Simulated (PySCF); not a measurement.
These are PBE0-D3(BJ)/def2-TZVP // PBE0-D3(BJ)/def2-SVP in PySCF values and carry that method's errors. All species are isolated molecules in the gas phase. One relaxed conformer stands for a flexible species; it need not be the lowest. Delta-SCF ions had no search for a lower state. 

Reference species (SMILES): `c1(cccc([SiH3])c1)C(=C)F` (F–C–C–C torsion 179°) (neutral, multiplicity 1).

```json
{
  "LUMO": "-1.42 eV",
  "vertical ionisation energy (Delta-SCF)": "8.47 eV"
}
```

Changed species: `C=C(F)c1ccc([SiH3])cc1` (F–C–C–C torsion 5°).

**Question.** Give the shifts of the LUMO and vertical ionisation energy (Delta-SCF).

**Answer.** the LUMO decreases by 0.15 eV, to -1.57 eV; the vertical ionisation energy (Delta-SCF) decreases by 0.03 eV, to 8.44 eV.
